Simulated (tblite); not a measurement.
C6H11OP.
SMILES with atom numbers: `[CH2:1]=[P@:2]1([CH3:3])[C:4]([CH3:5])=[C:6]1[O:7][CH3:8]` (hydrogens: H9, H10 on C1; H11, H12, H13 on C3; H14, H15, H16 on C5; H17, H18, H19 on C8)

Computed with GFN2-xTB (tblite), gas phase: Langevin dynamics at 600 K from the optimised GFN2-xTB geometry, time step 0.5 fs, friction 0.01 fs⁻¹, 2000 steps.

Start geometry:
```
atom  x, y, z in Å
C1     -2.370   -0.002   -0.537
P2     -0.921   -0.131    0.356
C3     -0.786   -1.794    1.104
C4      0.504    0.921    0.877
C5      1.157    1.917    1.756
C6      0.660    0.355   -0.340
O7      1.479    0.419   -1.390
C8      1.144   -0.465   -2.442
H9     -3.224   -0.288    0.070
H10    -2.497    0.979   -0.988
H11    -1.539   -1.889    1.886
H12     0.207   -1.933    1.525
H13    -0.990   -2.532    0.329
H14     1.385    1.481    2.728
H15     2.079    2.263    1.291
H16     0.498    2.769    1.918
H17     1.717   -0.149   -3.312
H18     1.412   -1.494   -2.180
H19     0.073   -0.418   -2.660
```

The statistics below take the 31 frames saved every 25 fs from 250 to 1000 fs; their kinetic temperature (all 3N coordinates) averages 568 K.

Problem. Give the mean, spread and extremes of the bond lengths.

Solution. 
```tsv
bond	start (Å)	mean (Å)	standard deviation (Å)	shortest (Å)	longest (Å)
C1=P2	1.707	1.710	0.038	1.632	1.776
P2–C3	1.828	1.847	0.062	1.739	1.984
P2–C4	1.847	1.844	0.043	1.771	1.932
C4–C5	1.480	1.497	0.037	1.448	1.576
C4=C6	1.351	1.359	0.032	1.258	1.424
C6–O7	1.333	1.341	0.040	1.276	1.428
O7–C8	1.415	1.429	0.040	1.353	1.489
P2–C6	1.794	1.805	0.047	1.701	1.900
C1–H9	1.086	1.089	0.032	1.024	1.177
C1–H10	1.086	1.093	0.039	1.004	1.160
C3–H11	1.089	1.100	0.059	0.981	1.253
C3–H12	1.087	1.097	0.042	1.027	1.210
C3–H13	1.089	1.094	0.040	1.023	1.192
C5–H14	1.090	1.098	0.045	1.022	1.206
C5–H15	1.089	1.094	0.038	0.996	1.201
C5–H16	1.090	1.098	0.042	1.002	1.179
C8–H17	1.089	1.096	0.047	1.021	1.174
C8–H18	1.095	1.106	0.034	1.039	1.188
C8–H19	1.094	1.105	0.045	1.023	1.199
```

Problem. Give the same statistics for bond angles, one of each kind among heavy atoms.

Solution. 
```tsv
angle	start (°)	mean (°)	standard deviation (°)	smallest (°)	largest (°)
C1–P2–C3	110.2	112.0	5.7	99.5	122.8
C1–P2–C4	139.4	135.7	6.9	115.6	151.0
C1–P2–C6	121.6	119.6	5.3	108.5	128.8
C3–P2–C4	110.2	110.9	5.9	103.0	124.1
C3–P2–C6	109.9	110.1	5.7	98.7	123.5
C4–P2–C6	43.5	43.7	1.2	40.2	46.3
P2–C4–C5	153.0	150.1	7.5	128.6	161.1
P2–C4–C6	66.2	66.7	2.8	60.4	71.0
C5–C4–C6	140.0	140.0	6.9	127.2	162.7
C4–C6–O7	139.5	138.5	6.2	127.0	150.7
P2–C6–C4	70.3	69.7	3.0	65.0	76.9
P2–C6–O7	149.3	148.8	6.0	135.1	160.6
C6–O7–C8	114.2	115.7	5.7	103.8	126.4
```

The run is classical and short, so these are rough statistics of one trajectory.

What follows is the cost of the whole dynamics run. The run took 24 s wall on one thread of an Arm Neoverse N1, on a shared host, and the process peaked at 0.18 GiB of memory.
